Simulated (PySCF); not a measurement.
Sn(Cl)3(GeH3), SMILES [Cl][Sn]([Cl])([Cl])[GeH3], singlet at its PBE0/def2-SVP optimised geometry (Å):

```
8

Cl    -1.5005    -1.9901    -2.0802
Sn    -0.8494    -1.1268     0.0000
Cl     1.4950    -1.1268     0.0000
Cl    -1.4950     1.1268     0.0000
Ge    -1.8543    -2.4674     1.9956
H     -1.3945    -3.9213     1.8390
H     -3.3793    -2.3427     1.9018
H     -1.3127    -1.8375     3.2838
```

Method: PBE0/def2-TZVP, def2 effective core potentials past Kr in PySCF. The core electrons that the potentials of Sn replace are not part of the density.

Map of the Laplacian of the electron density (e/bohr⁵), clipped to [-1.50, 1.50] on the plane z = 0.8 Å:

```
|                             |
|                             |
|                             |
|                             |
|                             |
|                             |
|      .....                  |
|     .......                 |
|     ... ...                 |
|    ...   ...                |
|    ...   ...                |
|     ... ...                 |
|     .......                 |
|      .....                  |
|                             |
|         ....     .....      |
|        ..:::.   .......     |
|       ..-**=:. .... ...     |
|       .:*@@#-.....   ...    |
|        :+@@#-.....   ...    |
|        .-**=:. .... ...     |
|         .::..   .......     |
|           ..     .....      |
|                             |
|                             |
|                             |
|                             |
|                             |
|                             |
```
Scale: ten equal steps from -0.093 (start of ' ') to 1.50 (end of '@'), in the order ' .:-=+*#%@'; x runs from -3.50 to 3.50, y from -3.50 (bottom) to 3.50 (top).
